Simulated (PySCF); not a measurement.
Excitations are Tamm–Dancoff values on a coarser integration grid. The basis has no diffuse functions, so Rydberg states are missing or too high.

Z-matrix (Å, degrees):
```
C
H 1 1.0850
N 1 1.4448 2 112.33
H 3 1.0153 1 110.43 2 164.60
H 3 1.0165 4 106.95 1 -120.28
C 1 1.4938 2 116.19 3 142.27
H 6 1.0825 1 118.86 2 -2.10
H 6 1.0844 7 114.08 1 144.93
C 1 1.5109 2 116.07 3 -149.53
H 9 1.0836 1 118.95 2 0.93
H 9 1.0838 10 114.71 6 145.23
```
Charge 0, multiplicity 1.

Q: Predict the HOMO, S1 excitation (TDA), S1–T1 gap (TDA), dipole moment, HOMO–LUMO gap, LUMO, S1 oscillator strength and T1 excitation (TDA) from TPSSh-D3(BJ)/def2-TZVP run with PySCF 2.14.0.

A: 
```
Quantity                    Value
----------------------  ---------
HOMO                     -5.77 eV
S1 excitation (TDA)       6.33 eV
S1–T1 gap (TDA)           0.29 eV
dipole moment           0.249 e·Å
HOMO–LUMO gap             6.87 eV
LUMO                      1.10 eV
S1 oscillator strength      0.019
T1 excitation (TDA)       6.04 eV
```
